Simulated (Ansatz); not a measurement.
C3H7BO3, SMILES `C=CCOB(O)O`. The species carries charge 0 and has multiplicity 1. The structure was optimised at the PBE0-D4/def2-TZVP level. It is one conformer, not always the lowest.

```xyz
14

C     0.941    2.437    0.339
C     0.579    1.174    0.501
C     0.779    0.113   -0.527
O    -0.451   -0.492   -0.903
B    -0.983   -1.511   -0.174
O    -0.337   -1.991    0.931
O    -2.175   -2.063   -0.554
H     0.799    3.176    1.119
H     1.400    2.779   -0.584
H     0.118    0.849    1.431
H     1.214    0.540   -1.433
H     1.462   -0.654   -0.144
H    -0.816   -2.716    1.337
H    -2.531   -1.641   -1.339
```

Q: What is the dipole moment at r2SCAN/def2-TZVPP? (An estimate is asked.)

A: Computed: 0.13 D, with components (0.00, 0.05, -0.12) D in this frame, pointing from negative to positive charge.

Q: And with PBE, B3LYP, ωB97M-V? (An estimate is asked.)

A: Computed: PBE 0.11 D, B3LYP 0.15 D, ωB97M-V 0.15 D.

Q: Give the Mulliken charges with r2SCAN, ωB97M-V, PBE in def2-TZVPP. (Estimate.)

A: The calculation gave: 
| atom | r2SCAN | ωB97M-V | PBE |
| --- | --- | --- | --- |
| C1 | -0.18 | -0.21 | -0.20 |
| C2 | -0.15 | -0.12 | -0.15 |
| C3 | 0.22 | 0.01 | 0.12 |
| O4 | -0.36 | -0.34 | -0.28 |
| B5 | 0.42 | 0.40 | 0.28 |
| O6 | -0.35 | -0.31 | -0.29 |
| O7 | -0.35 | -0.32 | -0.29 |
| H8 | 0.08 | 0.10 | 0.10 |
| H9 | 0.07 | 0.09 | 0.08 |
| H10 | 0.08 | 0.11 | 0.10 |
| H11 | 0.04 | 0.10 | 0.07 |
| H12 | 0.05 | 0.11 | 0.07 |
| H13 | 0.21 | 0.19 | 0.20 |
| H14 | 0.21 | 0.19 | 0.20 |

B3LYP here is the variant with VWN-RPA as its local correlation; programs differ in this.
